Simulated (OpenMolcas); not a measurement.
N²⁺: effect of correlating more closed shells

```yaml
Program: OpenMolcas 26.06
Basis: ANO-RCC-VTZP [4s3p2d1f]
Scalar_Hamiltonian: DKH2, point nucleus
Active_space: 3 electrons in 4 orbitals (2s 2p)
State_averaging: 2S+1 = 4 odd, 1 root; 2S+1 = 2 odd, 11 roots; 2S+1 = 4 even, 3 roots; 2S+1 = 2 even, 9 roots
Spin-orbit_coupling: state interaction with AMFI integrals over the reference wave functions, term energies averaged over their components
```

Methods on the same reference wave functions:
A. CASSCF
B. MS-CASPT2, IPEA 0.25 Eh, imaginary shift 0.1 Eh (closed shells correlated: none)
C. MS-CASPT2, IPEA 0.25 Eh, imaginary shift 0.1 Eh (closed shells correlated: 1s)

Energies in cm-1 above 2s2 2p 2P* 1/2, the measured ground level; measured values from Moore, Selected Tables of Atomic Spectra, NSRDS-NBS 3, section 5.

| Level | A | B | C | Measured |
| --- | --- | --- | --- | --- |
| 2s2 2p 2P* 1/2 | 0.0 | 0.0 | 0.0 | 0.0 |
| 2s2 2p 2P* 3/2 | 158 | 158 | 158 | 174 |
| 2s 2p2 4P 1/2 | 51360 | 55640 | 55560 |  |
| 2s 2p2 4P 3/2 | 51417 | 55700 | 55610 | 57247 |
| 2s 2p2 4P 5/2 | 51513 | 55790 | 55710 | 57328 |
| 2s 2p2 2D 3/2 | 106925 | 101440 | 101170 | 101031 |
| 2s 2p2 2D 5/2 | 106925 | 101440 | 101170 | 101024 |
| 2s 2p2 2S 1/2 | 136226 | 131720 | 131480 | 131004 |
| 2s 2p2 2P 1/2 | 156980 | 148880 | 148170 | 145876 |
| 2s 2p2 2P 3/2 | 157091 | 148990 | 148280 | 145986 |
| 2p3 4S* 3/2 | 184142 | 186560 | 185640 | 186797 |
| 2p3 2D* 3/2 | 213626 | 204860 | 204140 | 203089 |
| 2p3 2D* 5/2 | 213627 | 204860 | 204140 | 203075 |
| 2p3 2P* 1/2 | 243621 | 233140 | 232410 | 230404 |
| 2p3 2P* 3/2 | 243629 | 233150 | 232420 | 230409 |

Deviations, from unrounded energies. A percentage is the sum of absolute deviations over the sum of measured energies, with the sign that they share, or ± where signs differ.

```tsv
Against measurement	Levels	A	B	C
mean absolute deviation (cm-1)	13	7800	1500	1200
fine structure of the ground term (%)	1	-9.6	-9.2	-9.2
other configurations (%)	12	±5.6	±1.1	±0.9
```

C lies closest to measurement on these levels and A furthest from it. The largest miss of C in the table is 2s 2p2 2P 3/2, by +2300 cm-1. The ranking rests on the paired levels alone, and a cruder setting can come out closer through cancelling errors.

Between B and C the level of the table that moves most is 2p3 4S* 3/2, by 920 cm-1 (lowest in C, highest in B). Moves below CASPT2's spread within the term are not significant.

The mean deviations of B to C differ by less than CASPT2's widest spread within a term (560 cm-1), so their order carries little weight.

The lowest spin-free term lies below A's lowest term by 0.036 hartree in B, 0.042 hartree in C.

What an inner shell adds also hangs on whether the basis holds functions to correlate it.

CASPT2 does not keep the components of a term degenerate, so their means are used; among the terms shown or strongly mixed into the levels shown the widest spread is 560 cm-1 (2p3 2D*, C). Computed and measured levels are paired by configuration, term and J; levels that our copy of the source lacks, or whose pairing is in doubt (as where it misses far off the trend of its configuration), stay unpaired and out of the deviations. Levels of configurations outside the active space are missing.

* marks odd parity.
